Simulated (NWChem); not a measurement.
A series in which one site is exchanged, each optimised at PBE0/def2-SVP with NWChem, gas phase unless a solvent is named. This build's default masses of Se (78.918 u) and Br (79.917 u) are each other's, which moves their modes by up to 0.6 %. Some are not confirmed as minima by frequencies. def2 effective core potentials on I; no spin-orbit coupling.

A: [SiH3]/C=C\I (C$_{2}$H$_{5}$ISi; site = I)
B: [SiH3]/C=C\Br (C2H5BrSi; site = Br)
C: C(/[SiH3])=C/Cl (C₂H₅ClSi; site = Cl)
D: [SiH3]/C=C\F (C$_{2}$H$_{5}$FSi; site = F)

Values for A:

```
Property                                            Result
--------------------------------------------------  ------
dipole (D), PBE0/def2-SVP                             1.09
orbital gap (eV), PBE0/def2-SVP                       6.25
lowest singlet excitation, PBE/def2-SVPD, TDA (eV)    4.56
```

Problem. How do these values change for the other members?

Solution. 
| change from A | B | C | D |
|---|---|---|---|
| dipole (D), PBE0/def2-SVP | +0.17 | +0.26 | +0.43 |
| orbital gap (eV), PBE0/def2-SVP | +0.37 | +0.57 | +1.08 |
| lowest singlet excitation, PBE/def2-SVPD, TDA (eV) | +0.70 | +1.30 | +1.94 |
